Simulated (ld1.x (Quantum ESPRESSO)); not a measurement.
**cerium: excitation energies, all-electron against RRKJ**

* Element: cerium (Ce)
* Generator: ld1.x (Quantum ESPRESSO) 7.5
* Type: norm-conserving RRKJ (Kleinman–Bylander form)
* Functional: PBE
* Relativity: non-relativistic
* Frozen core: [Kr] 4d10
* Valence charge: 12
* Reference configuration: 4f1 5s2 5p6 5d0 6s0 6p0 (charge +3)
* Partial waves: 5s (bound): rc 2.80 bohr; 5p (bound): rc 2.95 bohr; 5d (bound, empty): rc 1.90 bohr; 4f (bound): rc 1.10 bohr
* Local potential: the f channel
* Core correction: none
* rho0: 0.02

Energies are relative to the spin-unpolarised reference configuration 4f1 5s2 5p6 5d0 6s0 6p0; without spin polarisation the order of configurations can differ from experiment. Not all tests gave a result: 3 of 7 tests not solved or not reliable. Left out of the table: 4f0 5s2 5p6 5d2 6s1 6p0 (solver errors, printed error -949 eV); 4f1 5s2 5p6 5d1 6s0 6p1 (solver errors, printed error -702 eV); 4f2 5s2 5p6 5d0 6s2 6p0 (pseudo-atom not self-consistent, printed error -960 eV).

```
  valence configuration  charge  ΔE all-electron (eV)  error AE − PS (meV)
4f1 5s2 5p6 5d1 6s2 6p0       0               -36.043                  -29
4f0 5s2 5p6 5d2 6s2 6p0       0               -28.135                  +93
```

Problem. What are ΔE and the potential's error for 4f1 5s2 5p6 5d1 6s1 6p0?

Solution. ΔE = -30.290 eV all-electron; the error (AE − PS) is -18 meV.

Problem. What are ΔE and the potential's error for 4f1 5s2 5p6 5d1 6s0 6p0?

Solution. ΔE = -19.734 eV all-electron; the error (AE − PS) is +4.8 meV.

Levels in the configuration 4f1 5s2 5p6 5d1 6s1 6p0:

```tsv
level	all-electron (eV)	pseudo (eV)
4f	-14.666	-14.903
5s	-42.913	-42.991
5p	-28.779	-28.826
5d	-9.125	-9.143
6s	-8.071	-8.054
```

Note: ghost states, extra bound levels that the all-electron valence spectrum of the same l lacks: s at -766.0 eV, p at -424.2 eV, d at -220.2 eV, s at -104.6 eV, p at -16.5 eV. A true bound ghost makes a file unfit for plane-wave use.
